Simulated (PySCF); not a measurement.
A structure optimised at PBE0-D3(BJ)/def2-TZVPD, used in a PySCF frequency run:

```xyz
6

Be     0.0000     0.0000    -1.0691
H      0.0000     0.0000    -2.4074
C      0.0000     0.0000     0.6056
H     -0.8798     0.5079     1.0167
H      0.8798     0.5079     1.0167
H      0.0000    -1.0159     1.0167
```

Write its SMILES, formula and point group.

[BeH][CH3], CH4Be, C3v

What are its rotational constants (standard atomic weights)?

161.94, 20.122, 20.122 GHz
